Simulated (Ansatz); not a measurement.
Frontier orbitals of `N=[C]([AlH2])[SiH3]`.

Charge 0, multiplicity 1. All single points use the PBE0-D4/def2-TZVP geometry. It is one conformer, not always the lowest. Basis def2-TZVPP, Ansatz 0.2.0.

```json
{"functional": "LDA (SPW92)", "HOMO (eV)": "-5.38", "LUMO (eV)": "-3.43", "gap (eV)": "1.95"}
{"functional": "PBE", "HOMO (eV)": "-5.28", "LUMO (eV)": "-3.19", "gap (eV)": "2.09"}
{"functional": "BLYP", "HOMO (eV)": "-5.18", "LUMO (eV)": "-3.05", "gap (eV)": "2.13"}
{"functional": "PBE0", "HOMO (eV)": "-6.53", "LUMO (eV)": "-2.31", "gap (eV)": "4.22"}
{"functional": "ωB97X-V", "HOMO (eV)": "-8.85", "LUMO (eV)": "-0.30", "gap (eV)": "8.55"}
{"functional": "ωB97M-V", "HOMO (eV)": "-8.74", "LUMO (eV)": "-0.52", "gap (eV)": "8.22"}
```

Against PBE, PBE0 changes HOMO and LUMO by −1.25 and +0.88 eV, ωB97M-V by −3.47 and +2.66 eV. A gap of 2.09 eV thus becomes 8.22 eV for the same molecule, so an orbital gap means little without its functional.
